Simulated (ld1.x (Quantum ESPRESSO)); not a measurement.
The numbers below are computed, except where a source is named.
## Hardness and transferability of assorted potentials

Generated with ld1.x 7.5 (TM, RRKJ, ultrasoft, PAW), atompaw 4.2 or ONCVPSP 4.0.1. The cutoff is in Ry: for ld1.x and atompaw files where the sum of valence levels is converged to 10 mRy in a Bessel basis, for ONCV files where the hardest occupied wave has 1 mHa per electron of residual kinetic energy. The error is the largest all-electron minus pseudo excitation energy over each file’s own four to seven test configurations (ionisations up to +4, promotions, holes and added fractions of an electron), all of which were solved. The labels leave out finer settings (local radius, basis sizes, second energies), which also bear on the numbers. Spin-polarised tests are not counted. The rows are a selection from randomly drawn settings: files with unsolved tests, undetermined cutoffs or missed reference levels are left out.

A true bound ghost makes a file unfit for plane-wave use even where its test errors are small: the radial tests pick states by their node count and pass the ghost by.

```tsv
element	potential	cutoff (Ry)	largest error (meV)	bound ghosts
Be	TM, LDA (PZ), scalar-relativistic, rc 1.95/3.40 (sp), local s, core correction no, reference 2s2 2p0	10	-57	none
Ne	TM, BP86, scalar-relativistic, rc 0.70/1.30 (sp), local s, core correction yes, reference 2s2 2p6	200	+2291	none
Mn	TM, PBEsol, scalar-relativistic, rc 1.30/1.00/1.90 (spd), local d, core correction yes, reference 3s2 3p6 3d5 4s0 4p0	110	+708	none
Ga	ultrasoft, LDA (PZ), scalar-relativistic, rc 2.00/2.30/1.85 (spd), local smoothed, core correction yes, reference 4s1 4p2	6	-98	none
Ge	TM semilocal, PBE, scalar-relativistic, rc 1.85/2.15/1.05 (spd), local p, core correction yes, reference 3d10 4s2 4p0	230	-686	none
```

(1) Fill in the row for Tl: PAW, revPBE, scalar-relativistic, rc 2.35/3.05/2.10 (spd), local smoothed, core correction yes, reference 5d10 6s2 6p1.

(2) Fill in the row for P: TM semilocal, PBEsol, scalar-relativistic, rc 1.60/1.95 (sp), local s, core correction yes, reference 3s2 3p3.

(3) Fill in the row for Te: TM, PBE, scalar-relativistic, rc 1.35/2.35 (sp), local smoothed, core correction yes, reference 5s2 5p4.

Answers

(1) cutoff 30 Ry, largest error +20 meV, bound ghosts: s.

(2) cutoff 21 Ry, largest error +158 meV, bound ghosts: none.

(3) cutoff 50 Ry, largest error -179 meV, bound ghosts: none.
